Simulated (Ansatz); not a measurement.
Dissociation curve of NBe (cation, charge +1), lowest singlet found (which spin is the ground state isn't settled by this scan).

- RKS-PBE0 = restricted PBE0/aug-cc-pVDZ in Ansatz (a first-principles code)
- RKS-BLYP = restricted BLYP/aug-cc-pVDZ run with Ansatz
- RKS-PBE = restricted PBE/aug-cc-pVDZ (Ansatz)
- FCI = full CI/aug-cc-pVDZ, frozen core run with Ansatz

Cost and accuracy over the 17 points of the scan, with FCI as yardstick. Costs are rough ratios of core time within Ansatz on shared cores, each with its mean field (Kohn-Sham runs search longer for lower solutions than correlated ones do); the miss is the largest error against full CI of the curve after the mean shift, in kcal/mol.

Question: Which is the cheapest of these levels that stays within 17 kcal/mol of FCI?

Answer: RKS-BLYP.

```tsv
level	relative cost	largest error
RKS-PBE0	1	26.2
RKS-BLYP	2	16.2
RKS-PBE	3	18.6
```

Costs within a factor of two of each other count as equal.

The scan ran from 1.21 to 5.70 Å; beyond the distances shown full CI changes its symmetry label. The restricted form behind RKS-PBE0, RKS-BLYP, RKS-PBE keeps the bonding electrons paired and can't separate into open-shell fragments. Also computed but left out beside FCI, since their determinant holds another spin at the minimum (<S²> over 0.7 above the pure value): UHF, UMP2, UCCSD, UCCSD(T), UKS-PBE0, UKS-BLYP, UKS-PBE, UKS-B3LYP/6-31G*, UKS-BP86/6-31G*, UKS-M06-2X/6-31G*, UHF/3-21G.
